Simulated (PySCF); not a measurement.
**Ionising BI**

r²SCAN; basis B x2c-SVPall, I x2c-SVPall; spin-free X2C with a Gaussian nucleus; PySCF 2.14. Neutral (UKS): singlet (closed shell), Re = 2.140 Å, ωe = 584 cm⁻¹, De = 3.82 eV, HOMO -6.28 eV, LUMO -3.06 eV.

BI⁺ (UKS): doublet (σ ↑), Re = 1.965 Å, ωe = 813 cm⁻¹, De = 3.76 eV to B⁺ + I. The energies at the minima are -7139.55562 hartree for BI and -7139.22841 for BI⁺.

Task: Work out the adiabatic ionisation energy, without and with harmonic zero-point energies (1 hartree = 27.2114 eV, 1 eV = 8065.5 cm⁻¹), and the change of the bond length.

Result: At r²SCAN: 0.32721 hartree = 8.904 eV between the minima; the zero-point term (813.0 − 584.0)/2 cm⁻¹ = +0.014 eV makes it 8.918 eV. Re changes by -17.5 pm against the neutral. Minus the HOMO energy is 6.28 eV, -2.62 eV from the value between the minima; self-interaction puts the Kohn–Sham level too high, less so with exact exchange. The electron leaves a σ orbital, and the shorter bond of the ion fits an antibonding orbital, or a change in how ionic the bond is.

These are scalar-relativistic numbers at best; spin–orbit coupling would shift them, the dissociation energy most. For an ion De counts to the pair picked by the measured ionisation energies or electron affinities, which need not be the lowest pair at this level. States were picked by a PBE0 search and need not be the measured ground states.
